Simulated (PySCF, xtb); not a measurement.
3-ethenylthietane (C₅H₈S), SMILES C(=C)C1CSC1.

GFN2-xTB (xtb) at its own geometry gives an orbital gap of 3.18 eV and a dipole moment of 2.64 D.

Coordinates come from a B3LYP-D3(BJ)/def2-SVP optimisation. The values are those of a single conformer.

Q: What does PySCF with PBE/def2-TZVP give? (Estimate from the structure and the level; the computed values follow.)

A: gap 3.58 eV (levels -5.10 and -1.52 eV), dipole 1.78 D.
